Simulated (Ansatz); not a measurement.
`[SiH3][Si]1(P)CC1` → `P[SiH]1CC1` + `[SiH2]` at 600 K and 1 bar (silylene loss).

Isolated molecules relaxed with PBE0-D4/def2-TZVP in Ansatz; ΔE leaves out vibrations. CCSD(T)/CBS is the MP2 limit (def2-TZVPP, def2-QZVPP) plus CCSD(T) − MP2 in def2-TZVPP, frozen cores. This one scheme is used for every species. Each species was taken in one conformer, which may not be the lowest.

```json
{"species": "`[SiH3][Si]1(P)CC1`", "CCSD(T)/CBS energy (Eh)": "-1000.58136", "H − E (kJ/mol)": "336.0", "S (J/(mol·K))": "515.1"}
{"species": "`P[SiH]1CC1`", "CCSD(T)/CBS energy (Eh)": "-710.29768", "H − E (kJ/mol)": "269.6", "S (J/(mol·K))": "417.0"}
{"species": "`[SiH2]`", "CCSD(T)/CBS energy (Eh)": "-290.19011", "H − E (kJ/mol)": "52.1", "S (J/(mol·K))": "233.9"}
```

H − E and S are ideal-gas, rigid-rotor, harmonic terms from PBE0-D4/def2-TZVP, for one conformer and one mirror image of each species. 1 Eh = 2625.50 kJ/mol, R = 8.31446 J/(mol·K).

Question: By hand: ΔE, ΔH, ΔS and ΔG.

Answer: ΔE = (-710.29768) + (-290.19011) − (-1000.58136) = 0.09357 Eh = 245.7 kJ/mol. Δ(H − E) = 269.6 + 52.1 − 336.0 = -14.3, so ΔH = 231.4 kJ/mol. ΔS = 417.0 + 233.9 − 515.1 = 135.8 J/(mol·K). ΔG = 231.4 − 600 × (135.8)/1000 = 149.9 kJ/mol.

Question: By hand: the equilibrium constant, and the temperature at which ΔG would vanish if ΔH and ΔS stayed fixed.

Answer: log₁₀ K = −ΔG/(RT ln 10) = -13.0. ΔG = 0 at ΔH/ΔS = 1704 K.

The number of gas molecules changes by +1, which sets the sign of ΔS. A doubt of 5 kJ/mol in ΔE shifts log₁₀ K by 0.4 here. Other conformers and mirror images would add mixing entropy, several J/(mol·K) or more a flexible species. These are equilibria of isolated gas molecules and say nothing of rates. Largest T1 diagnostic: 0.014 (customary marks: 0.02 for closed shells, 0.045 for open ones).
